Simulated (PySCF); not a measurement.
## How methods differ on the ionisation energy of Sn⁴³⁺

Sn⁴³⁺ [He] 2s2 2p3 [2p1/2^2 2p3/2^1, M_J = 3/2] → Sn⁴⁴⁺ [He] 2s2 2p2 [2p1/2^2, M_J = 0], as a difference of total energies. Calculation: PySCF 2.14, in an even-tempered Gaussian basis (17 s from 22 bohr⁻², ratio 2.4; 12 p from 29 bohr⁻², ratio 2.4; 5 d from 99 bohr⁻², ratio 2.6; 4 f from 150 bohr⁻², ratio 2.6); the two-component X2C-1e Hamiltonian. Correlated levels: nothing frozen; the 32 highest virtual spinors dropped. "Screened" scales the spin-orbit matrix elements by Boettger's factors to mimic the two-electron term; Breit and QED terms are absent.

```json
{"method": "GHF (spin-free)", "ionisation energy (eV)": "7185.2"}
{"method": "GMP2 (spin-free)", "ionisation energy (eV)": "7185.0"}
{"method": "GHF (screened spin-orbit)", "ionisation energy (eV)": "7079.4"}
{"method": "GMP2 (screened spin-orbit)", "ionisation energy (eV)": "7078.9"}
```

For this ion Breit and QED terms and the two-electron picture change, all absent here, outweigh the correlation shift from GHF to GMP2.

The spin-free rows relax to the high-spin LS determinant and lack the spin-orbit shift.

The labels give the starting determinants; with spin-orbit coupling the two ends relaxed to ⟨J²⟩ = 3.75, ⟨L²⟩ = 2.38, ⟨S²⟩ = 1.57 and ⟨J²⟩ = 0.00, ⟨L²⟩ = 1.33, ⟨S²⟩ = 1.33.

For comparison: 7080 ± 50 eV (semi-empirical (NIST evaluation); NIST Atomic Spectra Database, ionization energies).
